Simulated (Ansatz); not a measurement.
# Molecular dynamics of AlF2H5OSi

input.yaml

```yaml
crystal:
  periodic: [false, false, false]
  atoms:
    - { symbol: Al, position_ang: [0.19984, 0.16146, 0.162102] }
    - { symbol: O, position_ang: [-0.3579, -0.29435, 1.811348] }
    - { symbol: H, position_ang: [-1.221894, -0.657299, 1.986108] }
    - { symbol: F, position_ang: [1.754515, -0.168784, -0.202481] }
    - { symbol: F, position_ang: [-0.963458, -0.028682, -0.97168] }
    - { symbol: Si, position_ang: [0.101239, 2.697196, 1.070552] }
    - { symbol: H, position_ang: [1.150098, 3.176273, 1.991256] }
    - { symbol: H, position_ang: [0.48535, 3.092779, -0.306049] }
    - { symbol: H, position_ang: [-1.17532, 3.372042, 1.383613] }
    - { symbol: H, position_ang: [-0.287269, 0.945167, 1.724329] }
basis:
  gaussian: { orbitals: "6-31G*" }
hamiltonian:
  xc: hf
md:
  timestep: 0.5
  n_steps: 200
  ensemble: nve
  temperature: 300.0
  initial_velocities: maxwell_boltzmann
  seed: 8922
```

Run as:

```bash
$ ansatz run input.yaml --threads 1 --pin off --max-ram 2048MiB --backend cpu --events-out ev --progress --plain --runs-dir out
```

It starts at the highest image of a converged band. Of that band: Neighbouring images differ by up to 1.7 eV, so the band resolves the path poorly. A vibrational analysis at the climbing image gives one clearly imaginary mode, 1846i cm⁻¹: a first-order saddle point.

Output, in part (one step line in 4, the closing report, with atoms numbered from 0):

```
md step     0: t =     0.00 fs  T =   300.0 K  F+E_penalty+E_count = -21975.37045281 eV  E_kin = 0.310224 eV  conserved = -21975.06022881 eV  (34 SCF iters)
md step     4: t =     2.00 fs  T =   271.7 K  F+E_penalty+E_count = -21975.34099773 eV  E_kin = 0.280970 eV  conserved = -21975.06002792 eV  (25 SCF iters)
md step     8: t =     4.00 fs  T =   221.2 K  F+E_penalty+E_count = -21975.28865985 eV  E_kin = 0.228737 eV  conserved = -21975.05992262 eV  (25 SCF iters)
md step    12: t =     6.00 fs  T =   176.9 K  F+E_penalty+E_count = -21975.24283279 eV  E_kin = 0.182934 eV  conserved = -21975.05989858 eV  (25 SCF iters)
md step    16: t =     8.00 fs  T =   143.7 K  F+E_penalty+E_count = -21975.20847770 eV  E_kin = 0.148568 eV  conserved = -21975.05990927 eV  (25 SCF iters)
md step    20: t =    10.00 fs  T =   126.2 K  F+E_penalty+E_count = -21975.19023485 eV  E_kin = 0.130457 eV  conserved = -21975.05977808 eV  (25 SCF iters)
md step    24: t =    12.00 fs  T =   144.4 K  F+E_penalty+E_count = -21975.20929381 eV  E_kin = 0.149366 eV  conserved = -21975.05992748 eV  (25 SCF iters)
md step    28: t =    14.00 fs  T =   170.7 K  F+E_penalty+E_count = -21975.23656331 eV  E_kin = 0.176527 eV  conserved = -21975.06003641 eV  (26 SCF iters)
md step    32: t =    16.00 fs  T =   177.2 K  F+E_penalty+E_count = -21975.24328734 eV  E_kin = 0.183287 eV  conserved = -21975.06000081 eV  (26 SCF iters)
md step    36: t =    18.00 fs  T =   174.3 K  F+E_penalty+E_count = -21975.24004765 eV  E_kin = 0.180232 eV  conserved = -21975.05981599 eV  (25 SCF iters)
md step    40: t =    20.00 fs  T =   198.2 K  F+E_penalty+E_count = -21975.26476020 eV  E_kin = 0.205001 eV  conserved = -21975.05975961 eV  (26 SCF iters)
md step    44: t =    22.00 fs  T =   278.7 K  F+E_penalty+E_count = -21975.34760298 eV  E_kin = 0.288189 eV  conserved = -21975.05941355 eV  (32 SCF iters)
md step    48: t =    24.00 fs  T =   483.8 K  F+E_penalty+E_count = -21975.56049939 eV  E_kin = 0.500324 eV  conserved = -21975.06017568 eV  (31 SCF iters)
md step    52: t =    26.00 fs  T =   662.2 K  F+E_penalty+E_count = -21975.74702669 eV  E_kin = 0.684790 eV  conserved = -21975.06223700 eV  (35 SCF iters)
md step    56: t =    28.00 fs  T =   684.6 K  F+E_penalty+E_count = -21975.76631173 eV  E_kin = 0.707881 eV  conserved = -21975.05843083 eV  (32 SCF iters)
md step    60: t =    30.00 fs  T =  1010.1 K  F+E_penalty+E_count = -21976.10866032 eV  E_kin = 1.044573 eV  conserved = -21975.06408781 eV  (32 SCF iters)
md step    64: t =    32.00 fs  T =   905.9 K  F+E_penalty+E_count = -21975.99658188 eV  E_kin = 0.936795 eV  conserved = -21975.05978654 eV  (31 SCF iters)
md step    68: t =    34.00 fs  T =  1004.7 K  F+E_penalty+E_count = -21976.09877993 eV  E_kin = 1.038914 eV  conserved = -21975.05986614 eV  (32 SCF iters)
md step    72: t =    36.00 fs  T =  1289.2 K  F+E_penalty+E_count = -21976.39726543 eV  E_kin = 1.333185 eV  conserved = -21975.06408061 eV  (30 SCF iters)
md step    76: t =    38.00 fs  T =  1206.0 K  F+E_penalty+E_count = -21976.30467640 eV  E_kin = 1.247136 eV  conserved = -21975.05753998 eV  (25 SCF iters)
md step    80: t =    40.00 fs  T =  1597.2 K  F+E_penalty+E_count = -21976.71491780 eV  E_kin = 1.651638 eV  conserved = -21975.06328006 eV  (30 SCF iters)
md step    84: t =    42.00 fs  T =  1686.5 K  F+E_penalty+E_count = -21976.80479710 eV  E_kin = 1.743952 eV  conserved = -21975.06084537 eV  (30 SCF iters)
md step    88: t =    44.00 fs  T =  1676.7 K  F+E_penalty+E_count = -21976.79317579 eV  E_kin = 1.733821 eV  conserved = -21975.05935512 eV  (25 SCF iters)
md step    92: t =    46.00 fs  T =  1905.6 K  F+E_penalty+E_count = -21977.03094214 eV  E_kin = 1.970503 eV  conserved = -21975.06043875 eV  (31 SCF iters)
md step    96: t =    48.00 fs  T =  2126.9 K  F+E_penalty+E_count = -21977.26173732 eV  E_kin = 2.199346 eV  conserved = -21975.06239181 eV  (31 SCF iters)
md step   100: t =    50.00 fs  T =  1999.6 K  F+E_penalty+E_count = -21977.12793774 eV  E_kin = 2.067781 eV  conserved = -21975.06015689 eV  (31 SCF iters)
md step   104: t =    52.00 fs  T =  1978.1 K  F+E_penalty+E_count = -21977.10522530 eV  E_kin = 2.045505 eV  conserved = -21975.05972038 eV  (32 SCF iters)
md step   108: t =    54.00 fs  T =  2134.9 K  F+E_penalty+E_count = -21977.26974674 eV  E_kin = 2.207630 eV  conserved = -21975.06211658 eV  (31 SCF iters)
md step   112: t =    56.00 fs  T =  2000.4 K  F+E_penalty+E_count = -21977.12899365 eV  E_kin = 2.068547 eV  conserved = -21975.06044623 eV  (32 SCF iters)
md step   116: t =    58.00 fs  T =  1833.0 K  F+E_penalty+E_count = -21976.95474461 eV  E_kin = 1.895419 eV  conserved = -21975.05932548 eV  (25 SCF iters)
md step   120: t =    60.00 fs  T =  1881.2 K  F+E_penalty+E_count = -21977.00520398 eV  E_kin = 1.945299 eV  conserved = -21975.05990525 eV  (33 SCF iters)
md step   124: t =    62.00 fs  T =  2018.1 K  F+E_penalty+E_count = -21977.14837912 eV  E_kin = 2.086892 eV  conserved = -21975.06148731 eV  (32 SCF iters)
md step   128: t =    64.00 fs  T =  1930.6 K  F+E_penalty+E_count = -21977.05740414 eV  E_kin = 1.996396 eV  conserved = -21975.06100795 eV  (31 SCF iters)
md step   132: t =    66.00 fs  T =  1805.4 K  F+E_penalty+E_count = -21976.92570516 eV  E_kin = 1.866925 eV  conserved = -21975.05877986 eV  (25 SCF iters)
md step   136: t =    68.00 fs  T =  1979.6 K  F+E_penalty+E_count = -21977.10873451 eV  E_kin = 2.047029 eV  conserved = -21975.06170581 eV  (32 SCF iters)
md step   140: t =    70.00 fs  T =  1973.3 K  F+E_penalty+E_count = -21977.10141068 eV  E_kin = 2.040567 eV  conserved = -21975.06084336 eV  (32 SCF iters)
md step   144: t =    72.00 fs  T =  1844.6 K  F+E_penalty+E_count = -21976.96709060 eV  E_kin = 1.907481 eV  conserved = -21975.05960920 eV  (25 SCF iters)
md step   148: t =    74.00 fs  T =  1861.7 K  F+E_penalty+E_count = -21976.98475811 eV  E_kin = 1.925138 eV  conserved = -21975.05962034 eV  (25 SCF iters)
md step   152: t =    76.00 fs  T =  2017.3 K  F+E_penalty+E_count = -21977.14709598 eV  E_kin = 2.086019 eV  conserved = -21975.06107681 eV  (32 SCF iters)
md step   156: t =    78.00 fs  T =  2010.4 K  F+E_penalty+E_count = -21977.14072926 eV  E_kin = 2.078910 eV  conserved = -21975.06181880 eV  (31 SCF iters)
md step   160: t =    80.00 fs  T =  1802.3 K  F+E_penalty+E_count = -21976.92262203 eV  E_kin = 1.863767 eV  conserved = -21975.05885499 eV  (32 SCF iters)
md step   164: t =    82.00 fs  T =  1889.5 K  F+E_penalty+E_count = -21977.01502353 eV  E_kin = 1.953885 eV  conserved = -21975.06113854 eV  (33 SCF iters)
md step   168: t =    84.00 fs  T =  1931.6 K  F+E_penalty+E_count = -21977.05889980 eV  E_kin = 1.997466 eV  conserved = -21975.06143412 eV  (31 SCF iters)
md step   172: t =    86.00 fs  T =  1775.8 K  F+E_penalty+E_count = -21976.89600038 eV  E_kin = 1.836327 eV  conserved = -21975.05967348 eV  (32 SCF iters)
md step   176: t =    88.00 fs  T =  1753.9 K  F+E_penalty+E_count = -21976.87310106 eV  E_kin = 1.813657 eV  conserved = -21975.05944394 eV  (32 SCF iters)
md step   180: t =    90.00 fs  T =  1933.2 K  F+E_penalty+E_count = -21977.05967693 eV  E_kin = 1.999094 eV  conserved = -21975.06058261 eV  (32 SCF iters)
md step   184: t =    92.00 fs  T =  2055.6 K  F+E_penalty+E_count = -21977.18762605 eV  E_kin = 2.125616 eV  conserved = -21975.06201051 eV  (31 SCF iters)
md step   188: t =    94.00 fs  T =  1925.7 K  F+E_penalty+E_count = -21977.05068990 eV  E_kin = 1.991337 eV  conserved = -21975.05935324 eV  (30 SCF iters)
md step   192: t =    96.00 fs  T =  1994.7 K  F+E_penalty+E_count = -21977.12341182 eV  E_kin = 2.062707 eV  conserved = -21975.06070437 eV  (31 SCF iters)
md step   196: t =    98.00 fs  T =  2072.4 K  F+E_penalty+E_count = -21977.20466264 eV  E_kin = 2.143044 eV  conserved = -21975.06161819 eV  (31 SCF iters)
md step   200: t =   100.00 fs  T =  1914.9 K  F+E_penalty+E_count = -21977.04011817 eV  E_kin = 1.980130 eV  conserved = -21975.05998860 eV  (32 SCF iters)
Total energy: -21977.04011817 eV, -807.6413277699 hartree
Atom 0 at     0.047914    -0.655915     0.259638 Å, force     0.362302     1.076218    -1.426005 eV/Å
Atom 1 at    -0.249044    -1.809547     1.475037 Å, force     0.324668     0.780640    -0.260486 eV/Å
Atom 2 at     0.428379    -1.841620     2.145422 Å, force    -0.296445    -0.265410    -0.121469 eV/Å
Atom 3 at     1.599088    -0.102784    -0.018543 Å, force    -1.068096    -0.578321     0.475102 eV/Å
Atom 4 at    -1.018572     0.035727    -0.834742 Å, force     0.686727    -0.999766     1.299315 eV/Å
Atom 5 at     0.234194     4.100302     0.984471 Å, force    -0.047993    -1.917342    -1.616261 eV/Å
Atom 6 at    -0.212509     4.392502     2.344603 Å, force    -0.424236    -0.175409     0.136970 eV/Å
Atom 7 at     1.682245     4.160629     0.999782 Å, force     0.556945     0.440956    -0.035962 eV/Å
Atom 8 at    -0.382116     4.980344    -0.047385 Å, force     0.154063    -0.006149     0.435102 eV/Å
Atom 9 at     0.037643     2.613983     0.414637 Å, force    -0.247935     1.644584     1.113694 eV/Å
Dipole moment:     0.081860    -0.016107     0.485045 e Å
```

All steps were run. The conserved energy stayed within 0.41 meV per atom of its start (net change 0.024 meV per atom), so the integration is sound. The kinetic energy rose, since the run started high on the potential surface and went downhill. It ends in pieces (AlF2HO + H4Si), so much of that is their flight and rotation, not heat. A run of 0.1 ps of so small a system gives no equilibrium averages. The orbitals stay closed-shell, which can raise the energy where a bond breaks towards radicals; this wasn't checked here.

Between its relaxed ends the band would form Al1–Si6, O2–H10 and break Si6–H10. These pairs go: Al1–Si6 2.70 → 4.81 Å, O2–H10 1.24 → 4.56 Å, Si6–H10 1.91 → 1.60 Å. In the last frame they stand as before the step (other bonds may differ from the relaxed reactants and products). Also parted: Al1–H10 1.81 → 3.27 Å. It ends as AlF2HO + H4Si. Pairs count as bonded within 1.25 times the sum of covalent radii (0.12 Å more for H–H).

Last frame:

```xyz
10
Properties=species:S:1:pos:R:3
Al 0.048 -0.656 0.260
O -0.249 -1.810 1.475
H 0.428 -1.842 2.145
F 1.599 -0.103 -0.018
F -1.019 0.036 -0.835
Si 0.234 4.100 0.985
H -0.212 4.393 2.345
H 1.682 4.161 1.000
H -0.382 4.980 -0.047
H 0.038 2.614 0.415
```

Time of the run: 6.5 min on 1 thread of Arm Neoverse V1 (shared host), peak memory 0.17 GiB.
